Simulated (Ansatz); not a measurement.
A nudged elastic band was laid between two geometries of FH + FH + GeH4 (9 atoms, charge 0, multiplicity 1).

The calculation used RKS B3LYP-D4/def2-SVP (Ansatz 0.2.0).

```yaml
movable_images: 7
climbing_image: yes
spring: 5.0 eV/Å²
optimiser: quadratic models (default)
start_path: through a guess of the saddle point
force_threshold: 0.03 eV/Å
iteration_limit: 60
end_points: relaxed
```

First end point:

```xyz
9
Properties=species:S:1:pos:R:3
Ge -0.862 0.541 -0.882
H 0.433 1.096 -0.217
H -1.350 1.676 -1.803
H -1.892 0.256 0.214
H -0.499 -0.700 -1.703
H 0.788 -1.378 1.249
F 0.018 -1.809 0.927
H 1.464 0.451 0.811
F 1.900 -0.133 1.405
```

Last end point:

```xyz
9
Properties=species:S:1:pos:R:3
Ge -1.221 -0.287 -0.726
H 2.523 1.391 -0.017
H -0.592 1.095 -0.929
H -2.257 -0.350 0.401
H -1.719 -0.920 -2.034
H 0.595 -0.673 1.199
F 0.113 -1.362 -0.218
H 2.040 1.088 0.488
F 0.518 0.018 1.836
```

Q: Which bonds break or form, and what moves?

A: Bonds broken: Ge1–H2, H6–F7, H8–F9. Bonds formed: Ge1–F7, H2–H8, H6–F9. FH + FH + GeH4 becomes FGeH3 + FH + H2.

Q: What energy profile does the band end with?

A: It converged. The highest image is number 3 of 0 to 8, 134.4 kJ/mol above the first end and 175.2 kJ/mol above the last; the last end lies 40.9 kJ/mol below the first. The profile has 2 maxima (images 1, 3) with wells between them (image 2): this band takes more than one step, which may be the mechanism or a detour left from its start path. Neighbouring images differ by up to 1.4 eV, so the band resolves the path poorly. A vibrational analysis at the climbing image gives 2 clearly imaginary modes (998i, 65i cm⁻¹): a point of higher order, so a lower path passes nearby. The orbitals stay closed-shell, which can raise the energy where a bond breaks towards radicals; this wasn't checked here.

```tsv
image	path coordinate (Å)	energy (kJ/mol)	Ge1–H2 (Å)	H6–F7 (Å)	H8–F9 (Å)
0	0.00	0.0	1.56	0.94	0.94
1	1.08	4.3	1.56	0.94	0.94
2	2.15	1.9	1.56	0.94	0.94
3	3.23	134.4	1.81	1.19	1.31
4	4.10	32.6	2.41	1.51	1.82
5	4.97	-24.9	3.11	1.65	2.14
6	5.83	-32.1	3.66	1.66	2.22
7	6.70	-36.8	3.86	1.64	2.24
8	7.56	-40.9	4.16	1.65	2.30
```

Q: What is the geometry of the highest image?

A: 
```xyz
9
Properties=species:S:1:pos:R:3
Ge -0.823 0.151 -0.679
H 0.659 0.983 -0.050
H -0.861 1.536 -1.409
H -2.027 0.147 0.271
H -0.692 -0.889 -1.799
H 0.917 -0.926 1.117
F -0.033 -1.315 0.515
H 1.154 0.561 0.585
F 1.706 -0.248 1.450
```

Run time: 5.3 min on 2 threads of Intel(R) Xeon(R) Platinum 8488C (Sapphire Rapids) (shared host), peak memory 0.23 GiB.
